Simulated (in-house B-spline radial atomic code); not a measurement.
Nd II (Nd+) is squeezed into an impenetrable sphere of radius R (the orbitals vanish at R). Level of theory: scalar-relativistic (X2C) Hartree-Fock, spin-polarised, averaged over the determinants with the given up and down occupations, Fermi nucleus of rms radius 4.9123 fm; calculated with a radial B-spline atomic code at the basis-set limit.

Energies in eV above the free ion in [Xe] 4f4 6s1:

```tsv
R (bohr)	highest level (eV)	[Xe] 4f4 6s1	[Kr] 4d10 4f4 5s2 5p5 5f1 6s1	[Kr] 4d9 4f5 5s2 5p6 6s1
7.21	-9.58	0.5093	31.35	113.5
6.68	-9.23	0.8695	32.63	113.8
4.9	-4.97	5.4	43.69	118.3
4.53	-2.5	8.207	49.14	121.1
3.82	6.83	20.14	68.64	132.8
3.29	22.4	44.07	101.8	156.4
2.41	100	211.2	298.4	322.6
2.07	179	430.7	537.4	542.4
1.8	293	805.3	930.8	918.7
1.33	779	2906	3055	3030
```

Does [Kr] 4d10 4f4 5s2 5p5 5f1 6s1 fall below [Xe] 4f4 6s1 under compression?

No, it stays above over the whole range.

Does [Kr] 4d9 4f5 5s2 5p6 6s1 fall below [Xe] 4f4 6s1 under compression?

No, it stays above over the whole range.

The highest level is first positive in the row R = 3.82 bohr, pushed up by confinement above the zero of the free ion's potential. Each configuration is held fixed and needn't be the lowest in the sphere.
